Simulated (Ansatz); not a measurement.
Computed with Ansatz.

CH₆NSbSi (`[CH2]1N[SiH2][SbH]1`). The species carries charge 0 and has multiplicity 1. Sb takes the def2 core potential. Geometry: relaxed with PBE0-D4/def2-TZVP.

```xyz
10

C    -0.344   -0.454   -1.132
N    -0.254    0.819   -0.441
Si    0.022    0.608    1.241
Sb    0.009   -1.862    0.542
H     0.414   -0.593   -1.907
H    -1.332   -0.650   -1.561
H    -0.421    1.660   -0.971
H     1.278    1.210    1.775
H    -1.077    1.084    2.133
H     1.705   -1.822    0.322
```

(1) What is the dipole moment at B3LYP/def2-TZVPP? (Estimate.)

(2) And with PBE, r2SCAN, ωB97M-V? (Best estimate.)

(3) Give the Mulliken charges with B3LYP, r2SCAN, ωB97M-V in def2-TZVPP. (Best estimate.)

Answers

(1) The calculation gave: 1.15 D, with components (-0.44, 0.54, -0.92) D in this frame, pointing from negative to positive charge.

(2) The calculation gave: PBE 1.25 D, r2SCAN 1.29 D, ωB97M-V 1.16 D.

(3) The calculation gave: 
```
atom  B3LYP  r2SCAN  ωB97M-V
  C1  -0.29   -0.18    -0.31
  N2  -0.32   -0.36    -0.29
 Si3   0.26    0.31     0.23
 Sb4   0.26    0.21     0.15
  H5   0.12    0.09     0.14
  H6   0.12    0.09     0.15
  H7   0.11    0.12     0.09
  H8  -0.08   -0.09    -0.04
  H9  -0.09   -0.10    -0.05
 H10  -0.11   -0.10    -0.06
```

B3LYP here is the variant with VWN-RPA as its local correlation; programs differ in this.
